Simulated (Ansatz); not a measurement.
Geometry optimisation, RKS B3LYP-D4/def2-SVP in Ansatz 0.2.0.

Input file:

```yaml
crystal:
  periodic: [false, false, false]
  atoms:
    - { symbol: W, position_ang: [0.088397, 0.0, -0.024533] }
    - { symbol: H, position_ang: [-0.081907, 0.0, 1.679276] }
    - { symbol: Cl, position_ang: [2.318953, 0.0, 0.732938] }
    - { symbol: Cl, position_ang: [0.18982, 2.279897, 0.180677] }
    - { symbol: Cl, position_ang: [-2.203179, 0.0, 0.181564] }
    - { symbol: Cl, position_ang: [0.18982, -2.279897, 0.180677] }
    - { symbol: Cl, position_ang: [0.049396, 0.0, -2.379299] }
basis:
  gaussian: { orbitals: def2-SVP }
hamiltonian:
  xc: b3lyp
  dispersion: d4
relax:
  f_tol: 0.03
  max_steps: 50
```

Launched with:

```bash
$ ansatz run input.yaml --threads 4 --pin off --max-ram 5120MiB --backend cpu --events-out ev --progress --plain --runs-dir out
```

Q: Where does it end, and by what steps?

A: It converged. After 6 steps the energy has fallen by 0.098 eV; H2 moved furthest, 0.24 Å.

```json
{"step": "0", "energy less start (eV)": "0.0000", "largest force component (eV/Å)": "1.060", "accepted": "yes"}
{"step": "1", "energy less start (eV)": "-0.0198", "largest force component (eV/Å)": "0.595", "accepted": "yes"}
{"step": "2", "energy less start (eV)": "-0.0757", "largest force component (eV/Å)": "0.269", "accepted": "yes"}
{"step": "3", "energy less start (eV)": "-0.0879", "largest force component (eV/Å)": "0.181", "accepted": "yes"}
{"step": "4", "energy less start (eV)": "-0.0949", "largest force component (eV/Å)": "0.132", "accepted": "yes"}
{"step": "5", "energy less start (eV)": "-0.0967", "largest force component (eV/Å)": "0.087", "accepted": "yes"}
{"step": "6", "energy less start (eV)": "-0.0977", "largest force component (eV/Å)": "0.027", "accepted": "yes"}
```

```xyz
7
Properties=species:S:1:pos:R:3
W 0.192 0.000 -0.004
H -0.314 0.000 1.610
Cl 2.424 0.000 0.536
Cl 0.236 2.266 0.350
Cl -2.168 0.000 0.029
Cl 0.236 -2.266 0.350
Cl -0.054 0.000 -2.320
```

Whether the end is a true minimum wasn't checked by a vibrational analysis.

Time of the run: 43 s on 4 threads of Intel(R) Xeon(R) Platinum 8259CL CPU @ 2.50GHz (Skylake/Cascade Lake), with other jobs on the host, peak memory 0.41 GiB.
